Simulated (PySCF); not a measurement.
Electron correlation in Cl (chlorine, neutral)

[Ne] 3s2 3p5, 2P determinant. Calculation: PySCF 2.14, in 6-31G* (4s3p1d, 18 functions); no relativity, point nucleus. Frozen: [Ne]; 7 electrons correlated.

MP2 pair energies summed by pair of shells (mhartree):

| pair | energy | share (%) |
| --- | --- | --- |
| 3p-3p | -65.69 | 63.9 |
| 3s-3p | -30.11 | 29.3 |
| 3s-3s | -6.95 | 6.8 |

Total MP2 correlation energy: -102.75 mhartree.

Same-spin part -25.15 and opposite-spin part -77.60 mhartree; SCS-MP2 scales them by 1/3 and 6/5 to -101.50 mhartree.

| level | correlation energy (mhartree) |
| --- | --- |
| CCSD | -119.43 |
| (T) | -1.53 |
| CCSD(T) | -120.96 |

Diagnostics: T1 = 0.0047, D1 = 0.0148, largest double amplitude 0.047.

Cost of the coupled-cluster step: 0.07 s of wall time on 1 thread of Neoverse-V2 (shared host), for 7 correlated electrons.

Iterations:

```
CC2 = 0
CCSD nocc = (np.int64(4), np.int64(3)), nmo = (13, 13)
frozen orbitals [[0, 1, 2, 3, 4], [0, 1, 2, 3, 4]]
max_cycle = 100
direct = 0
conv_tol = 1e-08
conv_tol_normt = 1e-06
diis_space = 8
diis_start_cycle = 0
Init t2, MP2 energy = -0.102751334516369
Init E_corr(UCCSD) = -0.102751334516481
cycle = 1  E_corr(UCCSD) = -0.116103809966881  dE = -0.0133524755  norm(t1,t2) = 0.030963
cycle = 2  E_corr(UCCSD) = -0.118488021753842  dE = -0.00238421179  norm(t1,t2) = 0.00915309
cycle = 3  E_corr(UCCSD) = -0.119450667222838  dE = -0.000962645469  norm(t1,t2) = 0.00338503
cycle = 4  E_corr(UCCSD) = -0.119429378997844  dE = 2.1288225e-05  norm(t1,t2) = 0.000440356
cycle = 5  E_corr(UCCSD) = -0.119431778579101  dE = -2.39958126e-06  norm(t1,t2) = 0.000130289
cycle = 6  E_corr(UCCSD) = -0.119431372129328  dE = 4.06449773e-07  norm(t1,t2) = 2.90024e-05
cycle = 7  E_corr(UCCSD) = -0.119431532417541  dE = -1.60288212e-07  norm(t1,t2) = 4.1457e-06
cycle = 8  E_corr(UCCSD) = -0.119431497515477  dE = 3.49020644e-08  norm(t1,t2) = 6.06568e-07
cycle = 9  E_corr(UCCSD) = -0.119431505770433  dE = -8.25495666e-09  norm(t1,t2) = 1.08051e-07
UCCSD converged
E(UCCSD) = -459.5659402581236  E_corr = -0.1194315057704332
UCCSD(T) correction = -0.00153191154920108
```
